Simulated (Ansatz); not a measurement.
Geometry optimisation, RKS PBE-D4/def2-SVPD in Ansatz.

Input file:

```yaml
crystal:
  periodic: [false, false, false]
  atoms:
    - { symbol: Al, position_ang: [0.016622, 0.611148, -0.424432] }
    - { symbol: H, position_ang: [0.110183, -0.092883, 2.241086] }
    - { symbol: "N", position_ang: [1.628197, 0.058115, -0.94354] }
    - { symbol: H, position_ang: [1.821055, -0.843893, -1.379424] }
    - { symbol: H, position_ang: [2.482488, 0.61007, -0.860202] }
    - { symbol: H, position_ang: [-1.298451, -0.245813, -0.595525] }
    - { symbol: Br, position_ang: [-0.097972, 2.821435, 0.448312] }
    - { symbol: H, position_ang: [0.059978, 0.61292, 2.088425] }
basis:
  gaussian: { orbitals: def2-SVPD }
hamiltonian:
  xc: pbe
  dispersion: d4
relax:
  f_tol: 0.03
  max_steps: 50
```

Run as:

```bash
$ ansatz run input.yaml --threads 4 --pin off --max-ram 5120MiB --backend cpu --events-out ev --progress --plain --runs-dir out
```

Q: Where does it end, and by what steps?

A: The forces met the threshold. The force dipped under the threshold on the way, but the program's further checks kept it going. After 12 steps the energy has fallen by 0.120 eV; H2 moved furthest, 0.40 Å.

```csv
step,energy less start (eV),largest force component (eV/Å),accepted
0,0.0000,1.857,yes
1,-0.1085,0.215,yes
2,-0.1113,0.287,yes
3,-0.1148,0.143,yes
4,-0.1170,0.074,yes
5,-0.1169,0.087,no
6,-0.1177,0.031,yes
7,-0.1179,0.068,yes
8,-0.1179,0.074,yes
9,-0.1186,0.006,yes
10,-0.1187,0.137,yes
11,-0.1191,0.054,yes
12,-0.1199,0.015,yes
```

```xyz
8
Properties=species:S:1:pos:R:3
Al -0.007 0.714 -0.385
H 0.377 -0.190 1.958
N 1.596 0.078 -0.847
H 1.766 -0.866 -1.198
H 2.464 0.613 -0.822
H -1.319 -0.158 -0.511
Br -0.116 2.924 0.191
H -0.039 0.417 2.189
```

The run took 12 s on 4 threads of Intel(R) Xeon(R) Platinum 8488C (Sapphire Rapids) (shared host), peak memory 0.2 GiB.
